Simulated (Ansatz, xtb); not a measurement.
**Relative energy of two isomers of C5H7BrSi**

Structure X: `[SiH3][C@@H]1C=CC=C1Br`, a singlet. Structure Y: `[SiH3][C@@H]1C=CC(Br)=C1`, a singlet. Both are isolated molecules in the gas phase, relaxed with r2SCAN-D4/def2-SVP.

Quicker runs give these differences E(Y) − E(X): GFN2-xTB +0.98 kcal/mol; HF/STO-3G +0.05 kcal/mol (at GFN2-xTB geometries); r2SCAN-D4/def2-SVP//GFN2-xTB +0.16 kcal/mol.

Q: Estimate E(Y) − E(X) at the level CCSD(T)/def2-SVP + ΔMP2/def2-TZVPP.

A: CCSD(T)/def2-SVP + ΔMP2/def2-TZVPP gives E(Y) − E(X) = +0.13 kcal/mol, slightly favouring structure X, which is too small a margin to settle the true order.

The same difference at several levels:

```
                             level            geometry  E(Y) − E(X) (kcal/mol)  departure from the last row (kcal/mol)  job, with rough time for the two
                          GFN2-xTB            GFN2-xTB                     +0.98                                   +0.85              optimisation, 0.18 s
                         HF/STO-3G            GFN2-xTB                     +0.05                                   −0.08              single point, 0.58 s
      r2SCAN-D4/def2-SVP//GFN2-xTB            GFN2-xTB                     +0.16                                   +0.03               single point, 3.5 s
                r2SCAN-D4/def2-SVP  r2SCAN-D4/def2-SVP                     +0.15                                   +0.02                optimisation, 35 s
                       HF/def2-SVP  r2SCAN-D4/def2-SVP                     −0.45                                   −0.58           part of the CCSD(T) run
                      MP2/def2-SVP  r2SCAN-D4/def2-SVP                     +0.37                                   +0.24           part of the CCSD(T) run
                  CCSD(T)/def2-SVP  r2SCAN-D4/def2-SVP                     +0.31                                   +0.18                      single point
CCSD(T)/def2-SVP + ΔMP2/def2-TZVPP  r2SCAN-D4/def2-SVP                     +0.13                                                        single point, 88 s
```

As drawn, both hold the same kinds of bond in the same numbers.

The largest departure from CCSD(T)/def2-SVP + ΔMP2/def2-TZVPP is that of GFN2-xTB, 0.85 kcal/mol. The last row adds to CCSD(T) the change of the MP2 difference between the two basis sets, here −0.18 kcal/mol.

With thermal terms from frequencies at re-optimised GFN2-xTB minima (ideal gas, soft modes damped towards free rotors, one conformer each, 298.15 K, 1 atm): the zero-point term adds −0.10 kcal/mol; ΔH is +0.03 and ΔG +0.02 kcal/mol.

The correlated steps freeze 19 core orbitals; the filled d shell of Br is correlated, in a basis made for valence electrons. Codes used: Ansatz 0.2.0, xtb 6.7.1; the last row on 2 threads of AMD EPYC 9R45 96-Core Processor (Zen 5) on a shared host.
